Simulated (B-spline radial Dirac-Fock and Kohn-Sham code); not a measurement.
**K-line shifts caused by a second vacancy in K**

System: the free potassium atom, configuration [Ar] 4p1 (an excited configuration).

Level of theory: Dirac-Fock (average of configuration) total-energy differences with a finite nucleus, the Breit interaction including its frequency dependence, and self-energy and vacuum-polarisation corrections; a radial B-spline solver. Each two-hole energy is an average over J within one jj subconfiguration, not an observable level; in light atoms, where LS coupling holds, the j-resolved values are not observed lines, and for a K spectator the Kα1 hypersatellite is nearly forbidden. Electron correlation is not included.

Lines without a spectator: Kα2 (K-L2) 3310.9 eV, Kα1 (K-L3) 3313.7 eV, Kβ3 (K-M2) 3590.1 eV, Kβ1 (K-M3) 3590.4 eV. Shifts in eV with one spectator hole (a dash: not computed, or left out as unreliable):

```
spectator hole     Kα2     Kα1     Kβ3     Kβ1
        K (1s)  +193.4  +194.1  +240.4  +240.5
    L2 (2p1/2)  +14.81  +18.44       –   +47.7
    L3 (2p3/2)  +17.73  +16.75   +46.9       –
    M2 (3p1/2)       –   +0.61   +3.37   +4.38
    M3 (3p3/2)   +0.56       –   +4.27   +3.98
```
